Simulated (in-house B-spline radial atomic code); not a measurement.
Successive ionisation energies of arsenic; each step leads to the configuration of the next row (after the last: bare). Dirac energy differences include first-order Breit, QED and recoil terms. NIST's values go from ground level to ground level; the uncertainty of those that are theory runs from under 0.1 % in few-electron ions to several per cent in heavy many-electron ones. Computed with a radial B-spline atomic code at the basis-set limit: Dirac-Hartree-Fock, jj configuration that fills j = l - 1/2 first, finite nuclei.

A number in brackets counts the electrons of a j subshell.

| ion | configuration | ionisation energy (eV) | tabulated value (eV) | computed minus tabulated (eV) | highest orbital | largest mean radius (bohr) |
| --- | --- | --- | --- | --- | --- | --- |
| As17+ | [Ne] 3s2 3p1/2(2) 3p3/2(2) | 673.9 | 672.9 | 1 | 3p3/2 | 0.51995 |
| As18+ | [Ne] 3s2 3p1/2(2) 3p3/2(1) | 718.9 | 728.9 | -10 | 3p3/2 | 0.51477 |
| As19+ | [Ne] 3s2 3p1/2(2) | ? | ? | ? | ? | ? |
| As20+ | [Ne] 3s2 3p1/2(1) | 818.4 | 814 | 4 | 3p1/2 | 0.50468 |
| As21+ | [Ne] 3s2 | 907.1 | 911.7 | -5 | 3s1/2 | 0.49977 |
| As22+ | [Ne] 3s1 | 956.1 | 956.79 | -1 | 3s1/2 | 0.49436 |
| As23+ | [He] 2s2 2p6 | 2353.5 | 2356.9 | -3 | 2p3/2 | 0.19803 |
| As24+ | [He] 2s2 2p1/2(2) 2p3/2(3) | 2487.3 | 2486 | 1 | 2p3/2 | 0.19609 |
| As25+ | [He] 2s2 2p1/2(2) 2p3/2(2) | 2624.0 | 2626 | -2 | 2p3/2 | 0.19418 |
| As26+ | [He] 2s2 2p1/2(2) 2p3/2(1) | 2763.6 | 2766 | -2 | 2p3/2 | 0.19231 |
| As27+ | [He] 2s2 2p1/2(2) | 2938.3 | 2938 | 0 | 2p1/2 | 0.19047 |
| As28+ | [He] 2s2 2p1/2(1) | 3091.4 | 3088.1 | 3 | 2p1/2 | 0.18861 |
| As29+ | [He] 2s2 | ? | ? | ? | ? | ? |
| As30+ | [He] 2s1 | ? | ? | ? | ? | ? |
| As31+ | 1s2 | 14445.9 | 14447.68 | -2 | 1s1/2 | 0.04509 |
| As32+ | 1s1 | 15028.9 | 15028.92 | 0 | 1s1/2 | 0.044563 |

Problem. Fill in the row of As19+.

Solution. ionisation energy (eV): 769.5; tabulated value (eV): 774; computed minus tabulated (eV): -5; highest orbital: 3p1/2; largest mean radius (bohr): 0.5097.

Problem. Fill in the row of As29+.

Solution. ionisation energy (eV): 3279.2; tabulated value (eV): 3287; computed minus tabulated (eV): -8; highest orbital: 2s1/2; largest mean radius (bohr): 0.18679.

Problem. Fill in the row of As30+.

Solution. ionisation energy (eV): 3411.4; tabulated value (eV): 3411.643; computed minus tabulated (eV): 0; highest orbital: 2s1/2; largest mean radius (bohr): 0.18512.

Problem. Where is the largest jump?

Solution. From As30+ to As31+, by a factor of 4.23 (3411.4 to 14446 eV); the highest orbital goes from 2s1/2 to 1s1/2.

Problem. How far is this level of theory from the measured and semi-empirical values?

Solution. Over those 13 rows the differences run from -10 to +4.45 eV (mean absolute value 3.5 eV). The calculation leaves out correlation and, in open shells, the multiplet splittings that an average leaves out.
